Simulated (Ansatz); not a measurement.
AlClH6Si2 (`[AlH2][SiH]([SiH3])Cl`), relaxed with RKS PBE-D4/def2-SVP in Ansatz 0.2.0 from a rough embedded geometry. The force threshold is 0.03 eV/Å; the program also tests the step.

The species carries charge 0 and has multiplicity 1.

Start:

```xyz
10

Al   -0.556   -1.796    0.842
Si   -0.301    0.481    0.721
Si    0.734    0.964   -1.170
Cl   -2.102    1.439    0.758
H    -1.325   -2.496    2.126
H    -0.029   -2.803   -0.324
H     0.523    0.957    1.869
H     0.983    2.441   -1.252
H    -0.013    0.495   -2.356
H     2.086    0.318   -1.213
```

(1) How much energy does the relaxation release, and in how many steps? (An estimate is asked.)

(2) Which bonds change most? (Estimate.)

(3) Give the relaxed structure. (Best estimate.)

Answers

(1) Computed: 39.58 kJ/mol, in 7 steps.

(2) The calculation gave: Al1–Si2 from 2.294 to 2.462 Å; Si2–Si3 from 2.210 to 2.351 Å; Si2–Cl4 from 2.040 to 2.131 Å; Al1–H5 from 1.653 to 1.601 Å.

(3) Ansatz gave: 
```xyz
10

Al   -0.655   -1.996    0.957
Si   -0.124    0.399    0.754
Si    0.851    1.115   -1.262
Cl   -2.097    1.205    0.744
H    -1.588   -2.462    2.172
H    -0.175   -3.048   -0.155
H     0.612    1.007    1.925
H     0.905    2.617   -1.339
H     0.023    0.598   -2.407
H     2.248    0.564   -1.390
```
